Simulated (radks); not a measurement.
Values are calculated unless marked as measured or tabulated.
Pb1.75+, configuration [Xe] 4f(up 7, down 6.25) 5d10 6s2 6p1 (fractional occupations, a model configuration).

Level of theory: scalar-relativistic Kohn-Sham, PBE, spin-polarised, spherical densities, finite nucleus; open shells are filled with parallel spins first (spin-orbit coupling, left out, can overturn this in heavy ions); Fermi nuclear charge, rms radius 5.5012 fm (a radial shooting solver on a logarithmic mesh with Libxc functionals).

Energy parts (hartree):
| part | energy |
|---|---|
| total | -20871.6623 |
| kinetic | 23574.3988 |
| electron-nucleus | -52017.5322 |
| Hartree | 7956.5104 |
| exchange-correlation | -385.0393 |

Orbitals (lengths in bohr, moments of r in powers of bohr):
orbital,occ.,eigenvalue (hartree),<r^2>
1s up,1,-3237.768,0.0003575
1s down,1,-3237.768,0.0003575
2s up,1,-580.1121,0.005423
2s down,1,-580.1110,0.005423
2p up,3,-497.9762,0.004618
2p down,3,-497.9751,0.004618
3s up,1,-140.2019,0.03487
3s down,1,-140.1780,0.03486
3p up,3,-116.6363,0.03612
3p down,3,-116.6118,0.03611
3d up,5,-92.53596,0.02993
3d down,5,-92.51709,0.02992
4s up,1,-32.60256,0.1660
4s down,1,-32.56366,0.1660
4p up,3,-24.85512,0.1899
4p down,3,-24.81795,0.1899
4d up,5,-15.87726,0.2123
4d down,5,-15.84099,0.2124
5s up,1,-6.12506,0.7997
5s down,1,-6.11174,0.8009
4f up,7,-5.97801,0.2395
4f down,6.25,-5.94039,0.2401
5p up,3,-3.94176,1.044
5p down,3,-3.93209,1.045
5d up,5,-1.49045,1.809
5d down,5,-1.48078,1.795
6s up,1,-1.02016,5.088
6s down,1,-0.99241,5.055
6p up,1,-0.62636,8.266
6p down,0,-0.59506,8.299

The highest occupied level is 6p up at -17.044 eV. The electron density at the nucleus is 2.956e+06 e/bohr^3 (large components only).
